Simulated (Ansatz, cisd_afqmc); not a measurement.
Species: BHCl, charge 1, singlet. BHCl+ (parent SMILES [BH]Cl, singlet).
B3LYP-D3(BJ)/def2-TZVP minimum from Ansatz (a first-principles code):
```
B
H 1 1.1707
Cl 1 1.5923 2 180.00
```
Charge +1, spin multiplicity 1.

Total energies in cc-pV(D+d)Z, 10 correlated electrons, 6 frozen orbitals. Open shells are spin-unrestricted; no spin-orbit coupling. Correlated methods leave the cores frozen. No relativity. The Monte Carlo rows (phaseless AFQMC, CISD trial, step 0.005/hartree) carry one-sigma bars that omit the constraint's bias. Outlying blocks are dropped, and bars are widened where a walk drifts. Over all cases where full CI ran beside it in this data, AFQMC minus full CI had a median of +0.1 mEh and passed +0.4 mEh in a tenth of the cases. The spin of HBCl+ (parent SMILES [BH]Cl, singlet) was assumed, and the state is the lowest solution found for it.

```
method         program         energy (Eh)  minus CCSDTQ (mEh)
----------  ----------  ------------------  ------------------
HF              Ansatz          -484.47145              232.37
MP2             Ansatz          -484.67171               32.10
CCSD            Ansatz          -484.69506                8.76
CCSD(T)         Ansatz          -484.70261                1.20
CCSDT(Q)        Ansatz          -484.70386               -0.05
CCSDTQ          Ansatz          -484.70381                0.00
AFQMC/CISD  cisd_afqmc  -484.7037 ± 0.0003           0.1 ± 0.3
```

Rough core times of Ansatz's runs on a shared machine: CCSD(T) under 20 s, CCSDT(Q) under 20 s, CCSDTQ 2 min.
